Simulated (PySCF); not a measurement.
Vertical excitations of a molecule C₃H₅NSSi from PySCF 2.14.0 with TDA-PBE/def2-SVPD, as energy in eV (oscillator strength): 4.72 (0.000), 5.45 (0.030), 5.72 (0.000), 5.95 (0.043), 6.05 (0.004), 6.17 (0.026), 6.33 (0.001), 6.35 (0.000), 6.42 (0.000), 6.50 (0.016). Lowest triplet (TDA): 3.81 eV. Geometry: TPSSh-D3(BJ)/def2-SVP. Other conformers were not sampled.

Q: Which molecule gave these data?
A. [SiH3]c1cncs1
B. [SiH3]c1nccs1
C. [SiH3]c1cscn1

A: C, [SiH3]c1cscn1
